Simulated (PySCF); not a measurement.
Level of theory: PySCF with PBE-D3(BJ)/def2-TZVP // B3LYP-D3(BJ)/def2-TZVP. Isolated molecules, 0 K electronic values unless said otherwise. One relaxed conformer stands for a flexible species; it need not be the lowest. Excitations are Tamm–Dancoff values on a coarser integration grid. The basis has no diffuse functions, so Rydberg states are missing or too high.

Reference species (SMILES): `BCBN` (neutral, multiplicity 1).

The T1 excitation (TDA) comes out as 4.54 eV and the HOMO–LUMO gap is 4.85 eV.

Changed species: `BNBC` (B–N–B–C torsion 180°).

What does the change do to the T1 excitation (TDA) and HOMO–LUMO gap?

the T1 excitation (TDA) increases by 0.69 eV, to 5.23 eV; the HOMO–LUMO gap goes up by 0.70 eV, to 5.55 eV.
